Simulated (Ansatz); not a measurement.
Which method gave which barrier?

Saddle point of CH₈GeS, singlet (CH₆Ge ([CH3][GeH3]) + H₂S → CH₆GeS ([CH3][GeH2][SH]) + H₂; bonds formed: Ge1–S7, H2–H6; bonds broken: Ge1–H2, H6–S7), PBE0-D4/def2-TZVP structure:

```
11
angstrom
Ge -0.5776 -0.1966 -0.1644
H 0.1917 1.1543 0.8356
H -0.6215 -0.7496 -1.6076
H -1.9570 -0.0954 0.4913
C 0.6928 -1.3638 0.7704
H -0.1238 1.7599 0.1260
S -0.8132 2.1915 -1.3466
H 0.4343 -2.4055 0.5606
H 0.6713 -1.1843 1.8450
H 1.7029 -1.1803 0.4005
H 0.4000 2.0698 -1.9109
```

Ansatz 0.2.0; basis: def2-TZVPP, with def2-QZVPP for the basis limit; cores frozen in the correlated methods. Filled d shells of the heavier atoms are correlated. The def2 sets are not built for correlating such inner shells, so the correlated values are less sure here. B3LYP uses VWN-RPA correlation. Extrapolation: Hartree–Fock as exp(−7.88 √X), correlation as X^−2.97. Four methods, as single points on the PBE0-D4 structures, gave these electronic barriers from the start structure: 37.96, 51.18, 57.50, 71.36 kcal/mol.

(1) The methods were, in alphabetical order, B3LYP-D4, BHLYP-D4, HF, SPW92. Which gave which? (Judge from chemistry; the calculation decides.)

The T1 diagnostic stays at or below 0.014.

## Answers

(1) Computed: SPW92 37.96; B3LYP-D4 51.18; BHLYP-D4 57.50; HF 71.36 kcal/mol. For comparison, CCSD(T) at an estimated basis limit (MP2 extrapolated from triple and quadruple zeta, plus CCSD(T) − MP2 in triple zeta) gives 55.35 kcal/mol.

Labels in which every atom is bracketed show which atoms are joined, not bond orders.

For scale, one of the runs: CCSD(T)/def2-TZVPP, 233 basis functions, launched by `ansatz run in.yaml --threads 4 --pin off --events-out ev --progress --plain --max-ram 9574MiB`. Hardware: 4 CPU threads of an Arm Neoverse V2, shared host. Wall time 82 s; peak host memory 4 GiB.
